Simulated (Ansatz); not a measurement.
# Molecular dynamics of C2H9FO3Si2

input.yaml

```yaml
crystal:
  periodic: [false, false, false]
  atoms:
    - { symbol: Si, position_ang: [-0.099302, -0.171215, 0.239933] }
    - { symbol: O, position_ang: [-0.142064, -0.730609, 1.846044] }
    - { symbol: Si, position_ang: [-1.248451, 0.134018, 2.850876] }
    - { symbol: H, position_ang: [-2.633092, 0.061424, 2.383894] }
    - { symbol: H, position_ang: [-1.169522, -0.549606, 4.135335] }
    - { symbol: H, position_ang: [-0.88814, 1.536516, 3.052646] }
    - { symbol: F, position_ang: [1.417006, 0.326608, -0.127655] }
    - { symbol: O, position_ang: [-1.13843, 1.220895, 0.161977] }
    - { symbol: C, position_ang: [-2.287911, 1.004696, -0.727956] }
    - { symbol: H, position_ang: [-3.12037, 0.445389, -0.225309] }
    - { symbol: H, position_ang: [-2.688455, 2.005896, -1.011355] }
    - { symbol: H, position_ang: [-2.041428, 0.45412, -1.670238] }
    - { symbol: O, position_ang: [-0.432301, -1.418617, -0.914441] }
    - { symbol: C, position_ang: [-1.403766, -2.381268, -0.369458] }
    - { symbol: H, position_ang: [-1.155989, -2.732615, 0.663831] }
    - { symbol: H, position_ang: [-2.452732, -1.986683, -0.345553] }
    - { symbol: H, position_ang: [-1.400054, -3.268948, -1.042771] }
basis:
  gaussian: { orbitals: STO-3G }
hamiltonian:
  xc: pbe
  dispersion: d4
md:
  timestep: 0.5
  n_steps: 250
  ensemble: nvt_nose_hoover
  temperature: 500.0
  initial_velocities: maxwell_boltzmann
  seed: 97871
  nose_hoover: { tau: 300.0, chain_length: 1 }
  masses: [{ species: H, mass: 2.014 }]
```

Command:

```bash
$ ansatz run input.yaml --threads 1 --pin off --max-ram 2048MiB --backend cpu --events-out ev --progress --plain --runs-dir out
```

It starts from a relaxed structure.

Output, in part (one step line in 5, the closing report, with atoms numbered from 0):

```
md step     0: t =     0.00 fs  T =   500.0 K  F+E_penalty+E_count = -26482.91884108 eV  E_kin = 0.969450 eV  conserved = -26481.94939108 eV  (26 SCF iters)
md step     5: t =     2.50 fs  T =   348.7 K  F+E_penalty+E_count = -26482.62228241 eV  E_kin = 0.676000 eV  conserved = -26481.94628560 eV  (28 SCF iters)
md step    10: t =     5.00 fs  T =   312.3 K  F+E_penalty+E_count = -26482.55323533 eV  E_kin = 0.605595 eV  conserved = -26481.94766906 eV  (29 SCF iters)
md step    15: t =     7.50 fs  T =   272.2 K  F+E_penalty+E_count = -26482.47554369 eV  E_kin = 0.527794 eV  conserved = -26481.94783509 eV  (29 SCF iters)
md step    20: t =    10.00 fs  T =   156.3 K  F+E_penalty+E_count = -26482.24871048 eV  E_kin = 0.302973 eV  conserved = -26481.94588423 eV  (22 SCF iters)
md step    25: t =    12.50 fs  T =   246.5 K  F+E_penalty+E_count = -26482.42538063 eV  E_kin = 0.478011 eV  conserved = -26481.94760938 eV  (29 SCF iters)
md step    30: t =    15.00 fs  T =   290.8 K  F+E_penalty+E_count = -26482.51142997 eV  E_kin = 0.563825 eV  conserved = -26481.94802394 eV  (30 SCF iters)
md step    35: t =    17.50 fs  T =   253.8 K  F+E_penalty+E_count = -26482.43788915 eV  E_kin = 0.492024 eV  conserved = -26481.94647693 eV  (28 SCF iters)
md step    40: t =    20.00 fs  T =   300.4 K  F+E_penalty+E_count = -26482.53005669 eV  E_kin = 0.582431 eV  conserved = -26481.94848629 eV  (29 SCF iters)
md step    45: t =    22.50 fs  T =   192.0 K  F+E_penalty+E_count = -26482.31766350 eV  E_kin = 0.372340 eV  conserved = -26481.94643168 eV  (23 SCF iters)
md step    50: t =    25.00 fs  T =   203.3 K  F+E_penalty+E_count = -26482.33950885 eV  E_kin = 0.394173 eV  conserved = -26481.94664849 eV  (22 SCF iters)
md step    55: t =    27.50 fs  T =   298.7 K  F+E_penalty+E_count = -26482.52609326 eV  E_kin = 0.579070 eV  conserved = -26481.94867663 eV  (30 SCF iters)
md step    60: t =    30.00 fs  T =   212.5 K  F+E_penalty+E_count = -26482.35618052 eV  E_kin = 0.411964 eV  conserved = -26481.94624088 eV  (23 SCF iters)
md step    65: t =    32.50 fs  T =   262.9 K  F+E_penalty+E_count = -26482.45506859 eV  E_kin = 0.509714 eV  conserved = -26481.94772418 eV  (30 SCF iters)
md step    70: t =    35.00 fs  T =   282.8 K  F+E_penalty+E_count = -26482.49346437 eV  E_kin = 0.548374 eV  conserved = -26481.94795435 eV  (29 SCF iters)
md step    75: t =    37.50 fs  T =   201.4 K  F+E_penalty+E_count = -26482.33342211 eV  E_kin = 0.390545 eV  conserved = -26481.94616718 eV  (23 SCF iters)
md step    80: t =    40.00 fs  T =   272.4 K  F+E_penalty+E_count = -26482.47204260 eV  E_kin = 0.528153 eV  conserved = -26481.94762987 eV  (26 SCF iters)
md step    85: t =    42.50 fs  T =   294.7 K  F+E_penalty+E_count = -26482.51465061 eV  E_kin = 0.571318 eV  conserved = -26481.94769422 eV  (28 SCF iters)
md step    90: t =    45.00 fs  T =   272.1 K  F+E_penalty+E_count = -26482.46928062 eV  E_kin = 0.527643 eV  conserved = -26481.94660356 eV  (30 SCF iters)
md step    95: t =    47.50 fs  T =   320.5 K  F+E_penalty+E_count = -26482.56409132 eV  E_kin = 0.621461 eV  conserved = -26481.94830227 eV  (29 SCF iters)
md step   100: t =    50.00 fs  T =   243.0 K  F+E_penalty+E_count = -26482.41124218 eV  E_kin = 0.471119 eV  conserved = -26481.94648825 eV  (29 SCF iters)
md step   105: t =    52.50 fs  T =   268.2 K  F+E_penalty+E_count = -26482.46024070 eV  E_kin = 0.520097 eV  conserved = -26481.94712914 eV  (29 SCF iters)
md step   110: t =    55.00 fs  T =   313.5 K  F+E_penalty+E_count = -26482.54821306 eV  E_kin = 0.607789 eV  conserved = -26481.94822327 eV  (28 SCF iters)
md step   115: t =    57.50 fs  T =   230.9 K  F+E_penalty+E_count = -26482.38546033 eV  E_kin = 0.447777 eV  conserved = -26481.94624435 eV  (22 SCF iters)
md step   120: t =    60.00 fs  T =   292.8 K  F+E_penalty+E_count = -26482.50612982 eV  E_kin = 0.567786 eV  conserved = -26481.94762913 eV  (29 SCF iters)
md step   125: t =    62.50 fs  T =   315.3 K  F+E_penalty+E_count = -26482.54910051 eV  E_kin = 0.611287 eV  conserved = -26481.94808254 eV  (28 SCF iters)
md step   130: t =    65.00 fs  T =   231.8 K  F+E_penalty+E_count = -26482.38452171 eV  E_kin = 0.449496 eV  conserved = -26481.94613032 eV  (22 SCF iters)
md step   135: t =    67.50 fs  T =   298.9 K  F+E_penalty+E_count = -26482.51546296 eV  E_kin = 0.579480 eV  conserved = -26481.94794143 eV  (29 SCF iters)
md step   140: t =    70.00 fs  T =   282.6 K  F+E_penalty+E_count = -26482.48230631 eV  E_kin = 0.547888 eV  conserved = -26481.94740812 eV  (29 SCF iters)
md step   145: t =    72.50 fs  T =   243.2 K  F+E_penalty+E_count = -26482.40417698 eV  E_kin = 0.471458 eV  conserved = -26481.94659793 eV  (23 SCF iters)
md step   150: t =    75.00 fs  T =   281.9 K  F+E_penalty+E_count = -26482.47985402 eV  E_kin = 0.546537 eV  conserved = -26481.94816960 eV  (29 SCF iters)
md step   155: t =    77.50 fs  T =   208.8 K  F+E_penalty+E_count = -26482.33562095 eV  E_kin = 0.404927 eV  conserved = -26481.94649271 eV  (29 SCF iters)
md step   160: t =    80.00 fs  T =   244.5 K  F+E_penalty+E_count = -26482.40452650 eV  E_kin = 0.473993 eV  conserved = -26481.94715820 eV  (29 SCF iters)
md step   165: t =    82.50 fs  T =   302.7 K  F+E_penalty+E_count = -26482.51714872 eV  E_kin = 0.586831 eV  conserved = -26481.94810828 eV  (30 SCF iters)
md step   170: t =    85.00 fs  T =   240.3 K  F+E_penalty+E_count = -26482.39338313 eV  E_kin = 0.465991 eV  conserved = -26481.94631162 eV  (23 SCF iters)
md step   175: t =    87.50 fs  T =   302.3 K  F+E_penalty+E_count = -26482.51353352 eV  E_kin = 0.586116 eV  conserved = -26481.94745819 eV  (30 SCF iters)
md step   180: t =    90.00 fs  T =   326.8 K  F+E_penalty+E_count = -26482.56020134 eV  E_kin = 0.633555 eV  conserved = -26481.94814824 eV  (31 SCF iters)
md step   185: t =    92.50 fs  T =   238.3 K  F+E_penalty+E_count = -26482.38524933 eV  E_kin = 0.462018 eV  conserved = -26481.94598151 eV  (22 SCF iters)
md step   190: t =    95.00 fs  T =   308.3 K  F+E_penalty+E_count = -26482.52193424 eV  E_kin = 0.597834 eV  conserved = -26481.94808834 eV  (29 SCF iters)
md step   195: t =    97.50 fs  T =   277.9 K  F+E_penalty+E_count = -26482.46082623 eV  E_kin = 0.538917 eV  conserved = -26481.94736476 eV  (30 SCF iters)
md step   200: t =   100.00 fs  T =   213.4 K  F+E_penalty+E_count = -26482.33357903 eV  E_kin = 0.413753 eV  conserved = -26481.94642967 eV  (23 SCF iters)
md step   205: t =   102.50 fs  T =   256.6 K  F+E_penalty+E_count = -26482.41750692 eV  E_kin = 0.497484 eV  conserved = -26481.94780162 eV  (30 SCF iters)
md step   210: t =   105.00 fs  T =   221.8 K  F+E_penalty+E_count = -26482.34791842 eV  E_kin = 0.430121 eV  conserved = -26481.94685265 eV  (31 SCF iters)
md step   215: t =   107.50 fs  T =   253.9 K  F+E_penalty+E_count = -26482.40876841 eV  E_kin = 0.492237 eV  conserved = -26481.94676030 eV  (30 SCF iters)
md step   220: t =   110.00 fs  T =   344.8 K  F+E_penalty+E_count = -26482.58478973 eV  E_kin = 0.668438 eV  conserved = -26481.94827535 eV  (29 SCF iters)
md step   225: t =   112.50 fs  T =   287.3 K  F+E_penalty+E_count = -26482.46990153 eV  E_kin = 0.556964 eV  conserved = -26481.94662673 eV  (29 SCF iters)
md step   230: t =   115.00 fs  T =   287.7 K  F+E_penalty+E_count = -26482.46986523 eV  E_kin = 0.557809 eV  conserved = -26481.94733196 eV  (29 SCF iters)
md step   235: t =   117.50 fs  T =   265.3 K  F+E_penalty+E_count = -26482.42516934 eV  E_kin = 0.514401 eV  conserved = -26481.94768620 eV  (29 SCF iters)
md step   240: t =   120.00 fs  T =   195.7 K  F+E_penalty+E_count = -26482.28704307 eV  E_kin = 0.379350 eV  conserved = -26481.94592515 eV  (23 SCF iters)
md step   245: t =   122.50 fs  T =   305.0 K  F+E_penalty+E_count = -26482.49955696 eV  E_kin = 0.591332 eV  conserved = -26481.94790390 eV  (29 SCF iters)
md step   250: t =   125.00 fs  T =   344.8 K  F+E_penalty+E_count = -26482.57425031 eV  E_kin = 0.668625 eV  conserved = -26481.94739413 eV  (26 SCF iters)
Total energy: -26482.57427856 eV, -973.2166542035 hartree
Atom 0 at    -0.153710    -0.164539     0.251747 Å, force     0.017483     2.080767    -1.223425 eV/Å
Atom 1 at     0.016972    -0.529393     1.844333 Å, force     0.616246    -0.829616     1.184806 eV/Å
Atom 2 at    -1.206877    -0.117135     2.945970 Å, force    -0.567466     0.022506     0.666187 eV/Å
Atom 3 at    -2.505874    -0.511925     2.348046 Å, force     0.230985     0.297660     0.475374 eV/Å
Atom 4 at    -0.996528    -0.836151     4.239758 Å, force     0.000457     0.144096    -0.884462 eV/Å
Atom 5 at    -1.136274     1.312231     3.306652 Å, force    -0.218311    -0.248737    -0.247359 eV/Å
Atom 6 at     1.293913     0.445383    -0.237685 Å, force    -0.087490    -0.367721    -0.086144 eV/Å
Atom 7 at    -1.319199     1.132517     0.192569 Å, force     0.155232    -0.143529    -0.088921 eV/Å
Atom 8 at    -1.972465     1.178843    -1.130830 Å, force    -1.492794    -1.275210     1.364412 eV/Å
Atom 9 at    -2.927704     1.745410    -0.980479 Å, force     0.032213    -0.230060    -0.093904 eV/Å
Atom 10 at    -1.415843     1.744009    -1.867498 Å, force     0.958258     0.431430    -1.114615 eV/Å
Atom 11 at    -2.229887     0.125074    -1.517184 Å, force     0.368649     1.157191     0.054229 eV/Å
Atom 12 at    -0.653873    -1.360863    -0.877225 Å, force     0.303495    -0.392010     0.152852 eV/Å
Atom 13 at    -1.412047    -2.359362    -0.105690 Å, force    -0.985035     1.296784     0.756174 eV/Å
Atom 14 at    -1.020172    -2.517489     0.939903 Å, force    -0.079400    -0.209904    -0.373450 eV/Å
Atom 15 at    -2.514883    -2.058031     0.000811 Å, force     0.821585    -0.348990    -0.079016 eV/Å
Atom 16 at    -1.361556    -3.273236    -0.677885 Å, force    -0.074107    -1.384657    -0.462739 eV/Å
Dipole moment:    -0.190874    -0.193115     0.088882 e Å
```

The run went to its last step. The conserved energy stayed within 0.21 meV per atom of its start (net change 0.12 meV per atom), so the integration is sound. The mean temperature of the second half is 46 % below the set value. A run of 0.12 ps of so small a system gives no equilibrium averages. Limits of this set-up: minimal basis.

The same pairs are bonded in the first frame and the last. Pairs count as bonded within 1.25 times the sum of covalent radii (0.12 Å more for H–H).

Last frame:

```xyz
17
Properties=species:S:1:pos:R:3
Si -0.154 -0.165 0.252
O 0.017 -0.529 1.844
Si -1.207 -0.117 2.946
H -2.506 -0.512 2.348
H -0.997 -0.836 4.240
H -1.136 1.312 3.307
F 1.294 0.445 -0.238
O -1.319 1.133 0.193
C -1.972 1.179 -1.131
H -2.928 1.745 -0.981
H -1.416 1.744 -1.867
H -2.230 0.125 -1.517
O -0.654 -1.361 -0.877
C -1.412 -2.359 -0.106
H -1.020 -2.518 0.940
H -2.515 -2.058 0.001
H -1.362 -3.273 -0.678
```

The run took 24 min on 1 thread of Arm Neoverse V1, on a shared host, peak memory 0.12 GiB.
